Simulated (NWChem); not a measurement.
System: GeBrCl, singlet; SMILES [Cl][Ge][Br]

Parts of the log:

```
             Northwest Computational Chemistry Package (NWChem) 7.3.0
             --------------------------------------------------------

 CS  symmetry detected

                             Geometry "geometry" -> ""
                             -------------------------

 Output coordinates in angstroms (scale by  1.889725989 to convert to a.u.)

  No.       Tag          Charge          X              Y              Z
 ---- ---------------- ---------- -------------- -------------- --------------
    1 Ge                  32.0000     0.78970990    -0.61608876     0.00000000
    2 Cl                  17.0000    -0.96737842    -1.97503400     0.00000000
    3 Br                  35.0000    -0.25215097     1.52258338     0.00000000

 Effective nuclear repulsion energy (a.u.)     466.9284681948

      Symmetry information
      --------------------

 Group name             Cs
 Group number              2
 Group order               2
 No. of unique centers     3

                                 NWChem DFT Module
                                 -----------------

 Summary of "ao basis" -> "ao basis" (spherical)
 ------------------------------------------------------------------------------
       Tag                 Description            Shells   Functions and Types
 ---------------- ------------------------------  ------  ---------------------
 Ge                        def2-svpd                14       38   6s4p4d
 Cl                        def2-svpd                11       27   5s4p2d
 Br                        def2-svpd                15       41   6s5p4d

      Symmetry analysis of basis
      --------------------------

        a'         73
        a"         33

            General Information
            -------------------
          SCF calculation type: DFT
          Wavefunction type:  closed shell.
          No. of atoms     :     3
          No. of electrons :    84
           Alpha electrons :    42
            Beta electrons :    42
          Charge           :     0
          Spin multiplicity:     1
          Use of symmetry is: off; symmetry adaption is: on
          Maximum number of iterations: 150
          AO basis - number of functions:   106
                     number of shells:    40
          Convergence on energy requested:  1.00D-06
          Convergence on density requested:  1.00D-05
          Convergence on gradient requested:  5.00D-04

              XC Information
              --------------
                        Slater Exchange Functional  1.000 local
                      VWN V Correlation Functional  1.000 local

             Grid Information
             ----------------
          Grid used for XC integration:  medium
          Radial quadrature: Mura-Knowles
          Angular quadrature: Lebedev.
          Tag              B.-S. Rad. Rad. Pts. Rad. Cut. Ang. Pts.
          ---              ---------- --------- --------- ---------
          Ge                  1.25      112          12.0       590
          Cl                  1.00       88          13.0       590
          Br                  1.15      112          13.0       590
          Grid pruning is: on
          Number of quadrature shells:   312
          Spatial weights used:  Erf1

      Superposition of Atomic Density Guess
      -------------------------------------

 Sum of atomic energies:       -5106.46153279

      Non-variational initial energy
      ------------------------------

 Total energy =   -5106.689522
 1-e energy   =   -8043.811855
 2-e energy   =    2470.193865
 HOMO         =      -0.287852
 LUMO         =      -0.050856

      Symmetry analysis of molecular orbitals - initial
      -------------------------------------------------

  Numbering of irreducible representations:

     1 a'          2 a"

  Orbital symmetries:

[...]

                                NWChem TDDFT Module
                                -------------------

            General Information
            -------------------
           No. of orbitals :     212
            Alpha orbitals :     106
             Beta orbitals :     106
        Alpha frozen cores :       0
         Beta frozen cores :       0
     Alpha frozen virtuals :       0
      Beta frozen virtuals :       0
         Spin multiplicity :       1
    Number of AO functions :     106
        Use of symmetry is : off
      Symmetry adaption is : on
         Schwarz screening :  0.10D-07

              XC Information
              --------------
                 Slater Exchange Functional   1.00 local
               VWN V Correlation Functional   1.00 local

             TDDFT Information
             -----------------
          Calculation type : TDDFT
         Wavefunction type : Restricted singlets
          No. of electrons :      84
           Alpha electrons :      42
            Beta electrons :      42
              No. of roots :       6
          Max subspacesize :    5200
            Max iterations :     100
               Target root :       1
           Target symmetry : none
      Symmetry restriction : off
                 Algorithm : Optimal
        Davidson threshold :  0.10D-03

    6 smallest eigenvalue differences (eV)
--------------------------------------------------------
  No. Spin  Occ  Vir  Irrep   E(Occ)    E(Vir)   E(Diff)
--------------------------------------------------------
    1    1   42   43 a"       -0.264    -0.157     2.920
    2    1   41   43 a"       -0.275    -0.157     3.229
    3    1   40   43 a'       -0.287    -0.157     3.544
    4    1   39   43 a'       -0.318    -0.157     4.393
    5    1   38   43 a"       -0.320    -0.157     4.442
    6    1   42   44 a'       -0.264    -0.074     5.166
--------------------------------------------------------

  Entering Davidson iterations
  Restricted singlet excited states

  Iter   NTrls   NConv    DeltaV     DeltaE      Time
  ----  ------  ------  ---------  ---------  ---------
    1      6       0     0.24E+00   0.10+100        9.2
    2     12       0     0.12E+00   0.25E-01       13.3
    3     24       0     0.45E-01   0.76E-02       15.1
    4     36       0     0.17E-01   0.10E-02       15.1
    5     48       0     0.40E-02   0.11E-03       14.9
    6     60       2     0.16E-02   0.91E-05       15.0
    7     68       4     0.73E-03   0.89E-06       14.1
    8     72       4     0.26E-03   0.14E-06       13.3
    9     76       5     0.11E-03   0.14E-07       10.2
   10     78       6     0.91E-04   0.20E-08        8.0
  ----  ------  ------  ---------  ---------  ---------
  Convergence criterion met

  Ground state a'      -5102.572110105639 a.u.

  ----------------------------------------------------------------------------
  Root   1 singlet a"             0.117204471 a.u.                3.1893 eV
  ----------------------------------------------------------------------------
     Transition Moments    X -0.00000   Y -0.00000   Z  0.14855
     Dipole Oscillator Strength                    0.0017242850
     Electric Quadrupole                           0.0000000107
     Magnetic Dipole                               0.0000006801
     Total Oscillator Strength                     0.0017249757

     Occ.   38  a'  ---  Virt.   43  a"  -0.07943 X
     Occ.   41  a'  ---  Virt.   43  a"   0.58676 X
     Occ.   42  a'  ---  Virt.   43  a"  -0.80549 X
  ----------------------------------------------------------------------------
  Root   2 singlet a"             0.125867380 a.u.                3.4250 eV
  ----------------------------------------------------------------------------
     Transition Moments    X  0.00000   Y -0.00000   Z -0.23198
     Dipole Oscillator Strength                    0.0045158407
     Electric Quadrupole                           0.0000000312
     Magnetic Dipole                               0.0000015919
     Total Oscillator Strength                     0.0045174638

     Occ.   36  a'  ---  Virt.   43  a"  -0.06120 X
     Occ.   38  a'  ---  Virt.   43  a"   0.15089 X
     Occ.   41  a'  ---  Virt.   43  a"   0.80582 X
     Occ.   42  a'  ---  Virt.   43  a"   0.57130 X
  ----------------------------------------------------------------------------
  Root   3 singlet a'             0.149515087 a.u.                4.0685 eV
  ----------------------------------------------------------------------------
     Transition Moments    X  0.00055   Y -0.60856   Z  0.00000
     Dipole Oscillator Strength                    0.0369148521
     Electric Quadrupole                           0.0000000218
     Magnetic Dipole                               0.0000000122
     Total Oscillator Strength                     0.0369148861

     Occ.   37  a'  ---  Virt.   44  a'   0.06878 X
     Occ.   40  a"  ---  Virt.   43  a"  -0.96459 X
     Occ.   40  a"  ---  Virt.   43  a"   0.06651 Y
     Occ.   41  a'  ---  Virt.   44  a'   0.16834 X
     Occ.   42  a'  ---  Virt.   44  a'   0.07455 X
     Occ.   42  a'  ---  Virt.   45  a'  -0.16991 X
  ----------------------------------------------------------------------------
  Root   4 singlet a"             0.171627889 a.u.                4.6702 eV
  ----------------------------------------------------------------------------
     Transition Moments    X -0.00000   Y  0.00000   Z  0.25114
     Dipole Oscillator Strength                    0.0072163909
     Electric Quadrupole                           0.0000000583
     Magnetic Dipole                               0.0000008331
     Total Oscillator Strength                     0.0072172824

[...]
```

Level: LDA (Slater exchange, VWN5)/def2-SVPD, full TDDFT. Low-valent species are run as closed-shell singlets; no triplet was tried in these runs. The geometry was optimised at B3LYP/6-31G* (spherical d).

### Question
Write an input that gives this output.

### Answer
One answer among several that fit: the input that was run:
```
start job
memory heap 200 mb stack 900 mb global 1100 mb
geometry units angstroms noautoz
  Ge     0.784273    -0.618150     0.000000
  Cl    -0.993817    -1.949498     0.000000
  Br    -0.224072     1.536527     0.000000
end
basis spherical
  Ge library def2-svpd
  Cl library def2-svpd
  Br library def2-svpd
end
dft
  xc slater vwn_5
  iterations 150
end
tddft
  nroots 6
  notriplet
end
task tddft energy
```
